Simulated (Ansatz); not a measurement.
The cluster Zn₃S₃. Charge 0, multiplicity 3. Geometry PBE0-D4/def2-SVP, that of the neutral singlet; atoms count from 1.

Cartesian coordinates in Å:
```
Zn -1.636 -0.131 -0.073
Zn 0.724 0.477 1.395
Zn 0.911 -0.345 -1.322
S -1.094 -0.720 -2.106
S -1.376 0.521 1.997
S 2.470 0.199 0.110
```

At PBE0-D4/def2-TZVP a singlet of charge 0 lies 3.66 eV below the triplet at the same geometry. The structure comes from a short search, and lower isomers may exist.

Estimate the Mulliken populations from the PBE0/def2-TZVP orbitals of Ansatz.


| atom | charge (e) | spin (α − β) | d electrons |
| --- | --- | --- | --- |
| Zn1 | 0.24 | 0.31 | 10.04 |
| Zn2 | 0.24 | 0.31 | 10.04 |
| Zn3 | 0.18 | 0.42 | 10.01 |
| S4 | -0.16 | 0.51 | – |
| S5 | -0.34 | -0.05 | – |
| S6 | -0.16 | 0.51 | – |
Mulliken values and Mayer orders depend strongly on the basis.

Where does the spin sit?

Summed by element: Zn 1.03, S 0.97, of 2 unpaired in all. Largest on single atoms: S4 0.51, S6 0.51, Zn3 0.42.

And the Mayer bond orders between bonded heavy atoms (over 0.3)?

Zn1–S4 0.91 (2.19 Å); Zn1–S5 1.10 (2.19 Å); Zn2–S5 1.10 (2.19 Å); Zn2–S6 0.91 (2.19 Å); Zn3–S4 0.95 (2.19 Å); Zn3–S6 0.96 (2.19 Å). Values over 0.3 also appear between atoms too far apart for a bond (S4–S6 0.39 at 4.30 Å); they arise where an orbital or an unpaired electron spreads over both atoms.
